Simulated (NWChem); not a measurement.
iodine monochloride (ClI) in NWChem

```
Cl
I 1 2.3873
```
Charge 0, spin multiplicity 1.

All runs are NWChem calculations. The geometry was optimised at B3LYP/def2-SVP with def2 effective core potentials on I, a minimum by its harmonic frequencies.

Effective core potentials replace the inner electrons of I; spin-orbit coupling is left out. The correlated methods keep 9 core orbitals frozen. No SCF solution was tested for a lower state.

Worked example. At B2PLYP/def2-TZVP the parent has a total energy of -757.61774 Ha and the doublet with one electron less, at the same geometry, -757.24006 Ha. The vertical ionisation energy is their difference.

ΔE = -757.24006 − (-757.61774) = 0.37768 Ha. Times 27.2114 eV/Ha this is 10.28 eV, or 992 kJ/mol; λ = 1239.84/10.28 = 120.6 nm. No relaxation of the ion's geometry and no zero-point term enter.
